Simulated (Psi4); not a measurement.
Job for Psi4: SAPT0/aug-cc-pVDZ on CHBrO (a complex), monomers drawn apart or pushed together.

```
memory 2025 MB

molecule dimer {
0 1
C     0.04178921    0.29991577    0.66764628
O     0.04410533    0.49336441   -0.43862246
--
0 1
Br    0.03478002   -0.31318779    4.17932578
H     0.03771456   -0.06720678    2.77128167
units angstrom
symmetry c1
no_reorient
no_com
}

set {
  basis aug-cc-pVDZ
  scf_type df
  freeze_core true
}

energy('sapt0')
```

It printed:

```
[...]
==> Input File <==

--------------------------------------------------------------------------
memory 2025 MB

molecule dimer {
0 1
C     0.04178921    0.29991577    0.66764628
O     0.04410533    0.49336441   -0.43862246
--
0 1
Br    0.03478002   -0.31318779    4.17932578
H     0.03771456   -0.06720678    2.77128167
units angstrom
symmetry c1
no_reorient
no_com
}

set {
  basis aug-cc-pVDZ
  scf_type df
  freeze_core true
}

energy('sapt0')
--------------------------------------------------------------------------


   => Loading Basis Set <=

    Name: AUG-CC-PVDZ
    Role: ORBITAL
    Keyword: BASIS
    atoms 1 entry C          line   182 file aug-cc-pvdz.gbs
    atoms 2 entry O          line   254 file aug-cc-pvdz.gbs
    atoms 3 entry BR         line  3326 file aug-cc-pvdz.gbs
    atoms 4 entry H          line    40 file aug-cc-pvdz.gbs

   => Loading Basis Set <=

    Name: AUG-CC-PVDZ
    Role: ORBITAL
    Keyword: BASIS
    atoms 1 entry C          line   182 file aug-cc-pvdz.gbs
    atoms 2 entry O          line   254 file aug-cc-pvdz.gbs
    atoms 3 entry BR         line  3326 file aug-cc-pvdz.gbs
    atoms 4 entry H          line    40 file aug-cc-pvdz.gbs


  //>>>>>>>>>>>>>>>>>>>>>>>>>>>>>>>>>>>//
  //              Dimer HF             //
  //<<<<<<<<<<<<<<<<<<<<<<<<<<<<<<<<<<<//

   => Libint2 <=

    Primary   basis highest AM E, G, H:  7, 6, 3
    Auxiliary basis highest AM E, G, H:  7, 7, 4
    Onebody   basis highest AM E, G, H:  -, -, -
    Solid Harmonics ordering:            Gaussian


   => Loading Basis Set <=

    Name: AUG-CC-PVDZ
    Role: ORBITAL
    Keyword: BASIS
    atoms 1 entry C          line   182 file aug-cc-pvdz.gbs
    atoms 2 entry O          line   254 file aug-cc-pvdz.gbs
    atoms 3 entry BR         line  3326 file aug-cc-pvdz.gbs
    atoms 4 entry H          line    40 file aug-cc-pvdz.gbs


         ---------------------------------------------------------
                                   SCF
               by Justin Turney, Rob Parrish, Andy Simmonett
                          and Daniel G. A. Smith
                              RHF Reference
                        1 Threads,   1931 MiB Core
         ---------------------------------------------------------

  ==> Geometry <==

    Molecular point group: c1
    Full point group: C1

    Geometry (in Angstrom), charge = 0, multiplicity = 1:

       Center              X                  Y                   Z               Mass
    ------------   -----------------  -----------------  -----------------  -----------------
         C            0.041789210000     0.299915770000     0.667646280000    12.000000000000
         O            0.044105330000     0.493364410000    -0.438622460000    15.994914619570
         BR           0.034780020000    -0.313187790000     4.179325780000    78.918337600000
         H            0.037714560000    -0.067206780000     2.771281670000     1.007825032230

  Running in c1 symmetry.

  Rotational constants: A =      3.43545  B =      0.01202  C =      0.01198 [cm^-1]
  Rotational constants: A = 102992.24704  B =    360.32242  C =    359.06621 [MHz]
  Nuclear repulsion =  101.141405925659484

  Charge       = 0
  Multiplicity = 1
  Electrons    = 50
  Nalpha       = 25
  Nbeta        = 25

  ==> Algorithm <==

  SCF Algorithm Type is DF.
  DIIS enabled.
  MOM disabled.
  Fractional occupation disabled.
  Guess Type is SAD.
  Energy threshold   = 1.00e-08
  Density threshold  = 1.00e-08
  Integral threshold = 1.00e-12

  ==> Primary Basis <==

  Basis Set: AUG-CC-PVDZ
    Blend: AUG-CC-PVDZ
    Number of shells: 37
    Number of basis functions: 91
    Number of Cartesian functions: 98
    Spherical Harmonics?: true
    Max angular momentum: 2

   => Loading Basis Set <=

    Name: (AUG-CC-PVDZ AUX)
    Role: JKFIT
    Keyword: DF_BASIS_SCF
    atoms 1 entry C          line   154 file aug-cc-pvdz-jkfit.gbs
    atoms 2 entry O          line   270 file aug-cc-pvdz-jkfit.gbs
    atoms 3 entry BR         line  1380 file aug-cc-pvdz-jkfit.gbs
    atoms 4 entry H          line    70 file aug-cc-pvdz-jkfit.gbs

  ==> Integral Setup <==

  DFHelper Memory: AOs need 0.026 GiB; user supplied 1.414 GiB.
  SCF_SUBTYPE=INCORE selected. In-core MEM_DF algorithm will be used.
  Using in-core AOs.

  ==> MemDFJK: Density-Fitted J/K Matrices <==

    J tasked:                   Yes
    K tasked:                   Yes
    wK tasked:                   No
    OpenMP threads:               1
    Algorithm:                 Core
    Schwarz Cutoff:           1E-12
    Mask sparsity (%):       2.7050
    Fitting Condition:        1E-10

   => Auxiliary Basis Set <=

  Basis Set: (AUG-CC-PVDZ AUX)
    Blend: AUG-CC-PVDZ-JKFIT
    Number of shells: 120
    Number of basis functions: 398
    Number of Cartesian functions: 476
    Spherical Harmonics?: true
    Max angular momentum: 3

  Minimum eigenvalue in the overlap matrix is 5.5486856689E-04.
  Reciprocal condition number of the overlap matrix is 1
[...]
075
      88A      5.971075    89A      7.259022    90A     18.285829
      91A     33.518453

    Final Occupation by Irrep:
              A
    DOCC [    18 ]
    NA   [    18 ]
    NB   [    18 ]

  @DF-RHF Final Energy: -2572.29965416019058

   => Energetics <=

    Nuclear Repulsion Energy =             12.9575828650224238
    One-Electron Energy =               -3607.4347022244451182
    Two-Electron Energy =                1022.1774651992320742
    Total Energy =                      -2572.2996541601905847

Computation Completed


Properties will be evaluated at   0.000000,   0.000000,   0.000000 [a0]

Properties computed using the SCF density matrix


 Multipole Moments:

 ------------------------------------------------------------------------------------
     Multipole            Electronic (a.u.)      Nuclear  (a.u.)        Total (a.u.)
 ------------------------------------------------------------------------------------

 L = 1.  Multiply by 2.5417464519 to convert [e a0] to [Debye]
 Dipole X            :         -2.3708246            2.3716351            0.0008105
 Dipole Y            :         20.9092934          -20.8413726            0.0679207
 Dipole Z            :       -282.0480928          281.6593023           -0.3887905
 Magnitude           :                                                    0.3946795

 ------------------------------------------------------------------------------------

  Constructing Basis Sets for SAPT...

   => Loading Basis Set <=

    Name: (AUG-CC-PVDZ AUX)
    Role: RIFIT
    Keyword: DF_BASIS_SAPT
    atoms 1 entry C          line   112 file aug-cc-pvdz-ri.gbs
    atoms 2 entry O          line   204 file aug-cc-pvdz-ri.gbs
    atoms 3 entry BR         line   970 file aug-cc-pvdz-ri.gbs
    atoms 4 entry H          line    30 file aug-cc-pvdz-ri.gbs

   => Loading Basis Set <=

    Name: (AUG-CC-PVDZ AUX)
    Role: JKFIT
    Keyword: DF_BASIS_ELST
    atoms 1 entry C          line   154 file aug-cc-pvdz-jkfit.gbs
    atoms 2 entry O          line   270 file aug-cc-pvdz-jkfit.gbs
    atoms 3 entry BR         line  1380 file aug-cc-pvdz-jkfit.gbs
    atoms 4 entry H          line    70 file aug-cc-pvdz-jkfit.gbs


  //>>>>>>>>>>>>>>>>>>>>>>>>>>>>>>>>>>>//
  //               SAPT0               //
  //<<<<<<<<<<<<<<<<<<<<<<<<<<<<<<<<<<<//



        SAPT0
    Ed Hohenstein
     6 June 2009

      Orbital Information
  --------------------------
    NSO        =        91
    NMO        =        91
    NRI        =       297
    NRI (Elst) =       398
    NOCC A     =         7
    NOCC B     =        18
    FOCC A     =         2
    FOCC B     =         9
    NVIR A     =        84
    NVIR B     =        73

    Elst10,r            =    -0.007563292945 [Eh]
    Exch10              =     0.014683833055 [Eh]
    Exch10 (S^2)        =     0.014485573312 [Eh]

    Maxiter = 50
    CPHF R converge = 1.000000E-08

    Iter     Energy [mEh]          dE [mEh]         Residual      Time [s]
       1      -2.94652095       2.946520950     1.117191e-02             0
       2      -3.48233643       0.535815483     6.260186e-03             0
       3      -3.75577270       0.273436267     6.844674e-04             0
       4      -3.73888192      -0.016890777     9.820323e-05             0
       5      -3.74001632       0.001134393     1.829334e-05             0
       6      -3.73993861      -0.000077707     4.210806e-06             0
       7      -3.73992612      -0.000012492     8.347526e-07             0
       8      -3.73993128       0.000005163     1.068930e-07             0
       9      -3.73993110      -0.000000183     1.812035e-08             0
      10      -3.73993106      -0.000000037     2.152900e-09             0

    CHF Iterations converged

    Maxiter = 50
    CPHF R converge = 1.000000E-08

    Iter     Energy [mEh]          dE [mEh]         Residual      Time [s]
       1      -1.11025756       1.110257558     4.336597e-03             0
       2      -1.30819309       0.197935530     7.678769e-04             0
       3      -1.31697214       0.008779052     1.410093e-04             0
       4      -1.31481219      -0.002159953     2.970344e-05             0
       5      -1.31480646      -0.000005730     7.727476e-06             0
       6      -1.31487103       0.000064569     1.156580e-06             0
       7      -1.31486271      -0.000008319     2.151980e-07             0
       8      -1.31486375       0.000001042     3.619514e-08             0
       9      -1.31486363      -0.000000118     3.913810e-09             0

    CHF Iterations converged

    Ind20,r (A<-B)      =    -0.003739931059 [Eh]
    Ind20,r (B<-A)      =    -0.001314863633 [Eh]
    Ind20,r             =    -0.005054794692 [Eh]
    Exch-Ind20,r (A<-B) =     0.002084165360 [Eh]
    Exch-Ind20,r (B<-A) =     0.001156937353 [Eh]
    Exch-Ind20,r        =     0.003241102712 [Eh]
    Disp20              =    -0.004646748913 [Eh]
    Disp20 (SS)         =    -0.002323374457 [Eh]
    Disp20 (OS)         =    -0.002323374457 [Eh]
    Exch-Disp20         =     0.000656194408 [Eh]
    Exch-Disp20 (SS)    =     0.000416119682 [Eh]
    Exch-Disp20 (OS)    =     0.000240074727 [Eh]

    SAPT Results
  --------------------------------------------------------------------------------------------------------
    Electrostatics                 -7.56329294 [mEh]      -4.74603798 [kcal/mol]     -19.85742289 [kJ/mol]
      Elst10,r                     -7.56329294 [mEh]      -4.74603798 [kcal/mol]     -19.85742289 [kJ/mol]

    Exchange                       14.68383306 [mEh]       9.21424435 [kcal/mol]      38.55239838 [kJ/mol]
      Exch10                       14.68383306 [mEh]       9.21424435 [kcal/mol]      38.55239838 [kJ/mol]
      Exch10(S^2)                  14.48557331 [mEh]       9.08983449 [kcal/mol]      38.03186749 [kJ/mol]

    Induction                      -4.32465576 [mEh]      -2.71376246 [kcal/mol]     -11.35438213 [kJ/mol]
      Ind20,r                      -5.05479469 [mEh]      -3.17193156 [kcal/mol]     -13.27136164 [kJ/mol]
      Exch-Ind20,r                  3.24110271 [mEh]       2.03382266 [kcal/mol]       8.50951400 [kJ/mol]
      delta HF,r (2)               -2.51096378 [mEh]      -1.57565356 [kcal/mol]      -6.59253450 [kJ/mol]

    Dispersion                     -3.99055450 [mEh]      -2.50411076 [kcal/mol]     -10.47719941 [kJ/mol]
      Disp20                       -4.64674891 [mEh]      -2.91587897 [kcal/mol]     -12.20003759 [kJ/mol]
      Exch-Disp20                   0.65619441 [mEh]       0.41176821 [kcal/mol]       1.72283818 [kJ/mol]
      Disp20 (SS)                  -2.32337446 [mEh]      -1.45793948 [kcal/mol]      -6.10001880 [kJ/mol]
      Disp20 (OS)                  -2.32337446 [mEh]      -1.45793948 [kcal/mol]      -6.10001880 [kJ/mol]
      Exch-Disp20 (SS)              0.41611968 [mEh]       0.26111904 [kcal/mol]       1.09252207 [kJ/mol]
      Exch-Disp20 (OS)              0.24007473 [mEh]       0.15064917 [kcal/mol]       0.63031611 [kJ/mol]

  Total HF                          2.79588435 [mEh]       1.75444392 [kcal/mol]       7.34059335 [kJ/mol]
  Total SAPT0                      -1.19467015 [mEh]      -0.74966684 [kcal/mol]      -3.13660606 [kJ/mol]

  Special recipe for scaled SAPT0 (see Manual):
    Electrostatics sSAPT0          -7.56329294 [mEh]      -4.74603798 [kcal/mol]     -19.85742289 [kJ/mol]
    Exchange sSAPT0                14.68383306 [mEh]       9.21424435 [kcal/mol]      38.55239838 [kJ/mol]
    Induction sSAPT0               -4.18974599 [mEh]      -2.62910530 [kcal/mol]     -11.00017658 [kJ/mol]
    Dispersion sSAPT0              -3.96324064 [mEh]      -2.48697105 [kcal/mol]     -10.40548687 [kJ/mol]
  Total sSAPT0                     -1.03244652 [mEh]      -0.64786997 [kcal/mol]      -2.71068797 [kJ/mol]
  --------------------------------------------------------------------------------------------------------



*** Psi4 exiting successfully. Buy a developer a beer!
```

The run finished.

Cost: about 5 core-seconds (a rough figure).
